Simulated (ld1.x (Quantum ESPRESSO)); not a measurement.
**Varying the ultrasoft potential for Pt (Z = 78)**

Base potential:

platinum (Pt), ultrasoft, made with ld1.x (Quantum ESPRESSO) 7.5 (LDA (PZ), scalar-relativistic). Core [Xe] 4f14, reference 5d8 6s0 6p0 (charge +2). Waves: 6s (bound, empty): rcut 1.75, rcutus 2.00 bohr; 6s channel at -0.45 Ry: rcut 1.75, rcutus 2.00 bohr; 6p (bound, empty): rcut 1.75, rcutus 2.35 bohr; 6p channel at -0.45 Ry: rcut 1.75, rcutus 2.35 bohr; 5d (bound): rcut 1.95, rcutus 2.10 bohr; 5d channel at 1.5 Ry: rcut 1.95, rcutus 2.10 bohr; 5f channel at 0.45 Ry: rcut 1.85, rcutus 2.30 bohr; 5f channel at 1.35 Ry: rcut 1.85, rcutus 2.30 bohr. Local part: all-electron potential smoothed inside 1.80 bohr (lloc = -1). Core correction: none. Augmentation charge: PSQ, inside the norm-conserving radii.

Cutoffs, loose and tight: the cutoffs (Ry, on a coarse ladder) from which the occupation-weighted sum of valence levels, in a spherical-Bessel basis at the reference potential, stays within 10 and 1 mRy of its value at 400 Ry. They do not see the model core or the augmentation charge, which bear on the density cutoff. Test errors are all-electron minus pseudo excitation energies from the reference, over the configurations 5d9 6s1 6p0; 5d9 6s0 6p0; 5d7 6s0 6p0; 5d9.5 6s0.5 6p0; 5d8 6s1 6p0; 5d9 6s0.5 6p0; 5d9 6s0 6p1 (two spin-polarised tests are not counted in the largest error). A dash means not determined; rows that change the core or the reference have their own tests. The largest error is taken over the tests solved by every variant that gives reliable tests at all: 5d7 6s0 6p0; 5d9 6s0 6p0; 5d9 6s0 6p1.

A true bound ghost makes a file unfit for plane-wave use even where its test errors are small: the radial tests pick states by their node count and pass the ghost by. Where a test does run into it, the solver fails or the error is huge.

Cutoffs are not given where the Bessel-basis levels miss the radial ones by over 6 mRy, ghosts where they miss by over 20 mRy; a channel whose overlap is not positive is not tested.

A file whose overlap is not positive is unfit for use, and its test errors describe a broken file.

| change | outcome | cutoff, loose | cutoff, tight | bound ghosts | largest test error (meV) |
| --- | --- | --- | --- | --- | --- |
| base | generated, overlap not positive | – | – | s, p (d not tested, overlap not positive) | -2528 |
| wave 5d channel at 1.5 Ry: rcut 1.95, rcutus 2.10 bohr becomes 5d channel at -1.81 Ry: rcut 1.95, rcutus 2.10 bohr | generated | 25 Ry | 40 Ry | s, p | -2583 |
| wave 5d channel at 1.5 Ry: rcut 1.95, rcutus 2.10 bohr becomes 5d channel at -1.74 Ry: rcut 1.95, rcutus 2.10 bohr | generated | 25 Ry | 40 Ry | s, p | -2584 |
| wave 5d channel at 1.5 Ry: rcut 1.95, rcutus 2.10 bohr becomes 5d channel at -1.65 Ry: rcut 1.95, rcutus 2.10 bohr | generated | 25 Ry | 40 Ry | s, p | -2584 |
| wave 5d channel at 1.5 Ry: rcut 1.95, rcutus 2.10 bohr becomes 5d channel at -1.46 Ry: rcut 1.95, rcutus 2.10 bohr | generated | 25 Ry | 40 Ry | s, p | -2586 |
| wave 5d channel at 1.5 Ry: rcut 1.95, rcutus 2.10 bohr becomes 5d channel at -1.16 Ry: rcut 1.95, rcutus 2.10 bohr | generated | 25 Ry | 40 Ry | s, p | -2645 |
| wave 5d channel at 1.5 Ry: rcut 1.95, rcutus 2.10 bohr becomes 5d channel at -0.8 Ry: rcut 1.95, rcutus 2.10 bohr | generated | 25 Ry | 40 Ry | s, p | -2591 |
| wave 5d channel at 1.5 Ry: rcut 1.95, rcutus 2.10 bohr becomes 5d channel at -0.36 Ry: rcut 1.95, rcutus 2.10 bohr | generated | 25 Ry | 40 Ry | s, p | -2582 |
| wave 5d channel at 1.5 Ry: rcut 1.95, rcutus 2.10 bohr becomes 5d channel at 0.42 Ry: rcut 1.95, rcutus 2.10 bohr | generated | 25 Ry | 40 Ry | s, p | -2570 |
| wave 5d channel at 1.5 Ry: rcut 1.95, rcutus 2.10 bohr becomes 5d channel at 2.14 Ry: rcut 1.95, rcutus 2.10 bohr | generated | 25 Ry | 40 Ry | s, p | -2574 |
| wave 5d channel at 1.5 Ry: rcut 1.95, rcutus 2.10 bohr becomes 5d channel at 5.2 Ry: rcut 1.95, rcutus 2.10 bohr | generated | 25 Ry | 40 Ry | s, p | -2567 |
